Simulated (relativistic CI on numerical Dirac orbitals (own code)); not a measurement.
# Energy levels of Fe X

Calculated at this level of theory: Dirac-Coulomb-Breit CI, separate exchange-only KLI orbitals for each configuration, model QED, unscaled Slater integrals (own radial code, finite nucleus).

CI space (outside the closed core [Ne]): 3s2.3p5, 3s.3p6, 3s2.3p4.3d, 3s.3p5.3d, 3p6.3d, 3s.3p4.3d2, 3s2.3p4.4s, 3s2.3p4.4p, 3s2.3p3.3d.4p, 3p6.4s, 3s2.3p4.4d, 3p6.4p, 3s.3p5.4s, 3s.3p4.3d.4s, 3s2.3p4.4f, 3s.3p5.4p, 3s2.3p4.5s, 3s2.3p4.5p, 3s.3p5.4d, 3s2.3p4.5d, 3p5.3d.4p, 3s2.3p3.4s.4p, 3s2.3p4.5f, 3s2.3p4.5g, 3s.3p5.4f, 3s2.3p4.6s, 3s2.3p4.6p, 3s.3p4.4s2, 3s2.3p4.6d, 3s2.3p3.3d2, 3s2.3p2.3d3, 3s.3p3.3d3, 3s2.3p2.3d2.4s, 3s2.3p2.3d2.4p, 3s2.3p2.3d2.4d, 3p5.3d2, 3p4.3d3, 3p4.3d2.4s, 3p4.3d2.4p, 3p4.3d2.4d, 3s2.3p3.3d.4s, 3s.3p3.3d2.4s, 3s2.3p2.3d.4s2, 3s2.3p2.3d.4s.4p, 3s2.3p2.3d.4s.4d, 3p5.3d.4s, 3p4.3d.4s2, 3p4.3d.4s.4p, 3p4.3d.4s.4d, 3s2.3p3.4s2, 3s.3p3.3d.4s2, 3s2.3p2.4s2.4p, 3s2.3p2.4s2.4d, 3s2.3p3.4p2, 3s2.3p2.3d.4p2, 3s.3p3.3d.4p2, 3s2.3p2.4s.4p2, 3s2.3p2.4p3, 3s2.3p2.4p2.4d. Double excitations out of closed p, d and f shells are left out; levels of such configurations are missing from the list, as are those of other unlisted configurations, and high levels can miss mixing partners. These lack a partner that the ground configuration has and come out too high: 3s2.3p4.4f, 3s.3p5.4p, 3s2.3p4.5s, 3s2.3p4.5p, 3s.3p5.4d.

The lowest level is 3s2.3p5 2P°_3/2, with 97 % of that term; Hund's rules for 3s2.3p5 give 2P° with J = 3/2, in agreement.

```csv
No.,Configuration,Term,J,E (cm⁻¹),%,Next component (%),Landé g
1,3s2.3p5,2P°,3/2,0,97,2 3s2.3p3.3d2 2P°,1.333
2,3s2.3p5,2P°,1/2,15623,97,2 3s2.3p3.3d2 2P°,0.665
3,3s.3p6,2S,1/2,287916,71,26 3s2.3p4.3d 2S,2.001
4,3p4(3P).3d,4D,7/2,389798,95,1 3s.3p4.3d2 4D,1.424
5,3p4(3P).3d,4D,5/2,389876,94,2 2D,1.366
6,3p4(3P).3d,4D,3/2,391133,93,2 2D,1.196
7,3p4(3P).3d,4D,1/2,392638,94,2 2P,0.025
8,3p4(3P).3d,4F,9/2,421962,93,4 2G,1.323
9,3p4(1D).3d,2P,1/2,424489,93,3 4D,0.675
10,3p4(3P).3d,4F,7/2,427119,91,3 2G,1.227
11,3p4(3P).3d,4F,5/2,430904,95,1 3s.3p4.3d2 4F,1.031
12,3p4(3P).3d,4F,3/2,432399,78,12 2P,0.565
13,3p4(1D).3d,2P,3/2,432850,72,13 4F,1.218
14,3p4(1D).3d,2D,3/2,439261,82,9 4P,0.868
15,3p4(3P).3d,4P,1/2,439635,95,2 3s.3p4.3d2 4P,2.629
16,3p4(3P).3d,4P,3/2,444497,78,11 2P,1.617
17,3p4(3P).3d,4P,5/2,446589,55,39 2D,1.421
18,3p4(3P).3d,2F,7/2,447427,59,33 2G,1.063
19,3p4(1D).3d,2D,5/2,448938,54,39 4P,1.361
20,3p4(1D).3d,2G,9/2,457107,93,4 4F,1.121
21,3p4(1D).3d,2G,7/2,457742,61,36 2F,0.983
22,3p4(3P).3d,2F,5/2,460907,93,3 2D,0.871
23,3p4(1D).3d,2F,5/2,490652,94,2 2D,0.866
24,3p4(1D).3d,2F,7/2,494546,96,2 3s.3p4.3d2 2F,1.142
25,3p4(1S).3d,2D,3/2,520150,93,2 3p6.3d 2D,0.801
26,3p4(1S).3d,2D,5/2,524288,91,2 2F,1.196
27,3p4(1D).3d,2S,1/2,551571,69,25 3s.3p6 2S,1.994
28,3p4(3P).3d,2P,3/2,579565,90,7 2D,1.297
29,3p4(3P).3d,2P,1/2,585300,96,2 3s2.3p2.3d3 2P,0.676
30,3p4(3P).3d,2D,5/2,586582,95,2 3s2.3p2.3d3 2D,1.199
```

Energies count from the lowest computed level; ° marks odd parity. Percentages are summed over parent terms; the parents shown are those of the largest component, closed shells are left out there.

The mean weight of the leading LS term, summed over parents, in these 30 levels is 85 %, and that of the leading jj configuration (from the same eigenvectors) 56 %, so LS coupling describes them better.

At this charge energies of transitions that change n are usually good to better than 1 %, and those within a shell (Δn = 0) to a few per cent.

LS names give the leading component of a level, which can be under half, so a name can repeat, a term be missing and a line seem to break the LS rules.
